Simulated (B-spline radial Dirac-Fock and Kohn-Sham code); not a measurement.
**Form factor and incoherent scattering function of Pb⁺**

System: the Pb⁺ ion in the configuration 1s2 2s2 2p6 3s2 3p6 3d10 4s2 4p6 4d10 4f14 5s2 5p6 5d10 6s2 6p1.

Method: relativistic Hartree-Fock (Dirac-Fock) wave functions, averaged over the configuration. Computed with a B-spline atomic structure program. f₀ is the Fourier transform of the spherical electron density, S the Waller-Hartree incoherent function, and s = sin θ/λ.

```tsv
s (Å⁻¹)	f₀	S
0	81.000	0.000
0.09	77.898	3.337
0.12	75.862	5.131
0.14	74.365	6.307
0.17	72.007	7.988
0.21	68.787	10.071
0.26	64.817	12.511
0.31	61.025	14.866
0.38	56.127	18.062
0.47	50.604	21.961
0.57	45.434	26.008
0.7	39.913	30.715
0.86	34.364	35.450
1.05	28.924	39.891
1.28	23.697	44.380
1.57	19.111	49.268
1.92	15.846	54.330
2.34	13.480	59.221
2.86	11.093	63.560
3.5	8.493	67.169
4.28	6.336	70.225
5.23	5.029	72.850
6.39	4.189	75.056
```

f₀ starts at the number of electrons, 81, and has fallen to half at s ≈ 0.69 Å⁻¹. The sum of ⟨r²⟩ over the electrons is 57.69 bohr².
